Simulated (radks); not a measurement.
Problem. Isoelectronic series with 1 electrons, each ion in its NIST ground configuration. Method: scalar-relativistic Kohn-Sham, PBE, spin-unpolarised, spherical densities, point nucleus; computed with a radial shooting solver on a logarithmic mesh with Libxc functionals. Total energies (hartree) and mean radii <r> (bohr):

ion,configuration,E (hartree),1s
H,1s1,-0.45893,1.636
He+,1s1,-1.90215,0.7841
Li2+,1s1,-4.34457,0.5151
Be3+,1s1,-7.78743,0.3834
B4+,1s1,-12.23145,0.3053
C5+,1s1,-17.67741,0.2536
N6+,1s1,-24.12623,0.2169
O7+,1s1,-31.57894,0.1894
Ne9+,1s1,-49.50107,0.1511
Mg11+,1s1,-71.45544,0.1256
Al12+,1s1,-83.94907,0.1158

Estimate the row of F8+ (1s1).

Solution. E (hartree) -40.03677; 1s 0.1681.
